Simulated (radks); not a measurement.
Results of a calculation; reference values are marked as such.
All-electron atom: Nd III in [Xe] 4f4. Code: a radial shooting solver on a logarithmic mesh with Libxc functionals. Model: Dirac Kohn-Sham, LDA (Slater exchange, Perdew-Wang correlation), spin-unpolarised, spherical densities, finite nucleus; open shells are shared between the two j in proportion to 2j + 1; Fermi nuclear charge, rms radius 4.9123 fm.

Normalised radial functions P(r) = r R(r) (large component), r in bohr:

```
   r/bohr * 4d5/2, o 5s1/2 (the largest magnitude, 1.28, reaches the edge; | marks zero, & curves that meet)
0.0008361                             *o
 0.001106                             *o
 0.001464                             *o
 0.001937                             *o
 0.002563                             * o
 0.003391                             * o
 0.004486                             * o
 0.005936                             *  o
 0.007854                             *  o
  0.01039                             *  o
  0.01375                             *  o
  0.01819                             * o
  0.02407                             |&
  0.03185                            o|*
  0.04214                          o  |  *
  0.05576                        o    |    *
  0.07378                        o    |       *
  0.09761                          o  |           *
   0.1292                             | o            *
   0.1709                             |      o       *
   0.2261                             |      o   *
   0.2992                            *o
   0.3958              *      o       |
   0.5238   *              o          |
    0.693  *                        o |
   0.9169         *                   |           o
    1.213                  *          |                   o
    1.605                         *   |                 o
    2.124                            *|          o
     2.81                             *   o
    3.718                             *o
     4.92                             &
```

4d5/2: eigenvalue -127.70 eV, 1 radial node at r = 0.294 bohr, <r> = 0.712 bohr, 90 % of the charge inside 1.07 bohr. 5s1/2: eigenvalue -53.577 eV, 4 radial nodes at r = 0.0290, 0.115, 0.302, 0.720 bohr, <r> = 1.47 bohr, 90 % of the charge inside 2.12 bohr.
